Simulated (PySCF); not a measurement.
# Excitation energy of Fe by level of theory

Fe [Ar] 3d6 4s2 (5D) → Fe [Ar] 3d8 (3F), as a difference of total energies. Calculation: PySCF 2.14, in x2c-QZVPPall (11s7p5d4f2g, 103 functions); scalar relativity by spin-free X2C-1e. Correlated levels: valence: [Ar] frozen. The calculations carry no spin-orbit coupling.

Problem. Order these methods by the excitation energy they give, lowest first.
A. CCSD(T) (valence)
B. CCSD (valence)
C. UHF
D. MP2 (valence)

Solution. D (3.427 eV), A (4.615 eV), B (5.079 eV), C (7.859 eV).

Errors of the correlated levels include the incompleteness of this basis and the frozen core.

The coupled-cluster amplitudes are large for the upper state (T1 above 0.03 or a double amplitude above 0.15), so a single reference is strained.

For comparison: 4.074 eV (measured; NIST levels, between the centres of gravity of the two terms).
